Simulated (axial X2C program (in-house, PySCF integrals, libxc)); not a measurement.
Working with the constants of ICl

A bond curve at the CCSD(T) level, with spin–orbit coupling, was computed with an in-house relativistic program for diatomic molecules (basis I dyall-cv3z [11s12p8d4f1g], Cl dyall-av3z [9s8p3d2f] (cores contracted in-house)) for the state Ω = 0 (closed shell). Its fit gives Re = 2.3534 Å, ωe = 373.0 cm⁻¹, ωexe = 1.45 cm⁻¹ and αe = 5.162e-04 cm⁻¹; the masses are 126.9045 and 34.9689 u. Two-component means X2C with spin–orbit coupling and atomic mean-field Coulomb and Gaunt terms.

Correlated methods: 14 electrons correlated (number of frozen shells: I 4 s, 3 p, 2 d; Cl 2 s, 1 p), 244 virtual spin orbitals or spinors in MP2, 90 natural virtuals in coupled cluster.

Problem. Find the reduced mass, Be and the force constant.

Solution. From the CCSD(T) values: μ = 27.4147 u. Be = 16.8576/(μ Re²) = 0.111 cm⁻¹. k = 5.8918×10⁻⁷ μ ωe² = 2.25 mdyn/Å.

Problem. Estimate the centrifugal constant by the Kratzer relation.

Solution. D = 4Be³/ωe² = 3.93e-08 cm⁻¹.

Problem. Give B0, the J = 1←0 line in GHz and the most populated J at 300 K (kT = 208.5 cm⁻¹).

Solution. B0 = Be − αe/2 = 0.1108 cm⁻¹; 2B0 = 6.641 GHz; J(max) ≈ √(kT/2B0) − 1/2 = 30.2, so J = 30.

Problem. Where do the fundamental and the first overtone lie?

Solution. ν(1←0) = ωe − 2ωexe = 370.1 cm⁻¹; ν(2←0) = 2ωe − 6ωexe = 737.3 cm⁻¹.

Problem. Estimate De from a Morse curve and compare with the computed well depth of 1.980 eV to I + Cl.

Solution. De(Morse) = ωe²/(4ωexe) = 2.974 eV against 1.980 eV computed, a ratio of 1.50. The extrapolation overshoots: the well softens faster than a Morse curve, or the lowest atomic limit lies below the one to which the curve heads.

The state is one determinant whose occupation by symmetry is held fixed; it was picked as the lowest of a PBE0 search that is not exhaustive. De is counted from the lowest determinant-based energies of the atoms at the same level, without counterpoise correction. Coupled cluster ran in a truncated set of natural virtual spinors; the MP2 energy of the rest was added. (T) has no such correction and the atoms are truncated less, which lowers De at CCSD(T) by a hundredth of an eV or more.
